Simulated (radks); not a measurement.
Values are calculated unless marked as measured or tabulated.
Species: Lu IV. Configuration: [Kr] 4d10 4f14 5s1.5 5p6 5d0.5 (fractional occupations, a model configuration).

Level of theory: Dirac Kohn-Sham, PBE, spin-unpolarised, spherical densities, point nucleus; open shells fill j = l - 1/2 first (a radial shooting solver on a logarithmic mesh with Libxc functionals).

Energy parts (hartree):
total: -14578.4474
kinetic: 16254.2707
electron-nucleus: -36186.8793
Hartree: 5655.5115
exchange-correlation: -301.3502

Orbitals (lengths in bohr, moments of r in powers of bohr; r(max) is where P^2 peaks):
1s1/2: occ. 2; eigenvalue (hartree) -2322.333; <r^4> 7.069e-07; <1/r> 82.25; <r> 0.01932; r(max) 0.01213; small-component weight 7.12e-02
2s1/2: occ. 2; eigenvalue (hartree) -395.9442; <r^4> 0.0001076; <1/r> 19.89; <r> 0.08123; r(max) 0.06948; small-component weight 1.60e-02
2p1/2: occ. 2; eigenvalue (hartree) -377.9220; <r^4> 0.00006533; <1/r> 19.86; <r> 0.06740; r(max) 0.05192; small-component weight 1.61e-02
2p3/2: occ. 4; eigenvalue (hartree) -336.8489; <r^4> 0.00009203; <1/r> 16.96; <r> 0.07502; r(max) 0.05845; small-component weight 1.46e-02
3s1/2: occ. 2; eigenvalue (hartree) -90.53644; <r^4> 0.004022; <1/r> 7.294; <r> 0.2121; r(max) 0.1959; small-component weight 5.22e-03
3p1/2: occ. 2; eigenvalue (hartree) -82.57371; <r^4> 0.003580; <1/r> 7.208; <r> 0.2020; r(max) 0.1838; small-component weight 5.16e-03
3p3/2: occ. 4; eigenvalue (hartree) -73.81249; <r^4> 0.004618; <1/r> 6.463; <r> 0.2162; r(max) 0.1973; small-component weight 4.75e-03
3d3/2: occ. 4; eigenvalue (hartree) -60.31608; <r^4> 0.003187; <1/r> 6.353; <r> 0.1898; r(max) 0.1552; small-component weight 4.63e-03
3d5/2: occ. 6; eigenvalue (hartree) -58.40342; <r^4> 0.003445; <1/r> 6.173; <r> 0.1942; r(max) 0.1589; small-component weight 4.52e-03
4s1/2: occ. 2; eigenvalue (hartree) -18.87034; <r^4> 0.09709; <1/r> 3.053; <r> 0.4779; r(max) 0.4466; small-component weight 1.69e-03
4p1/2: occ. 2; eigenvalue (hartree) -15.62959; <r^4> 0.1078; <1/r> 2.942; <r> 0.4851; r(max) 0.4475; small-component weight 1.60e-03
4p3/2: occ. 4; eigenvalue (hartree) -13.63800; <r^4> 0.1397; <1/r> 2.683; <r> 0.5178; r(max) 0.4762; small-component weight 1.45e-03
4d3/2: occ. 4; eigenvalue (hartree) -8.31500; <r^4> 0.1889; <1/r> 2.461; <r> 0.5411; r(max) 0.4760; small-component weight 1.26e-03
4d5/2: occ. 6; eigenvalue (hartree) -7.95156; <r^4> 0.2055; <1/r> 2.398; <r> 0.5526; r(max) 0.4852; small-component weight 1.22e-03
4f5/2: occ. 6; eigenvalue (hartree) -1.43824; <r^4> 1.132; <1/r> 1.856; <r> 0.7043; r(max) 0.4662; small-component weight 7.82e-04
4f7/2: occ. 8; eigenvalue (hartree) -1.38177; <r^4> 1.245; <1/r> 1.825; <r> 0.7179; r(max) 0.4716; small-component weight 7.62e-04
5s1/2: occ. 1.5; eigenvalue (hartree) -3.28283; <r^4> 3.409; <1/r> 1.152; <r> 1.162; r(max) 1.042; small-component weight 3.52e-04
5p1/2: occ. 2; eigenvalue (hartree) -2.37457; <r^4> 5.473; <1/r> 1.023; <r> 1.291; r(max) 1.128; small-component weight 2.83e-04
5p3/2: occ. 4; eigenvalue (hartree) -2.10982; <r^4> 7.391; <1/r> 0.9358; <r> 1.392; r(max) 1.214; small-component weight 2.45e-04
5d3/2: occ. 0.5; eigenvalue (hartree) -0.96981; <r^4> 34.60; <1/r> 0.6453; <r> 1.979; r(max) 1.606; small-component weight 1.18e-04
5d5/2: occ. 0; eigenvalue (hartree) -0.94703; <r^4> 37.71; <1/r> 0.6290; <r> 2.025; r(max) 1.646; small-component weight 1.13e-04
6s1/2: occ. 0; eigenvalue (hartree) -0.92231; <r^4> 115.6; <1/r> 0.4490; <r> 2.846; r(max) 2.609; small-component weight 6.78e-05
6p1/2: occ. 0; eigenvalue (hartree) -0.71747; <r^4> 207.5; <1/r> 0.3879; <r> 3.288; r(max) 3.016; small-component weight 5.29e-05
6p3/2: occ. 0; eigenvalue (hartree) -0.67567; <r^4> 255.0; <1/r> 0.3674; <r> 3.467; r(max) 3.200; small-component weight 4.91e-05

The highest occupied level is 5d3/2 at -26.390 eV. Summed over all electrons, <r^2> = 33.03 bohr^2, which gives a Langevin (diamagnetic) susceptibility term of -26.2 x 10^-6 cm^3/mol. The density falls to 0.001 e/bohr^3 at r = 3.21 bohr.
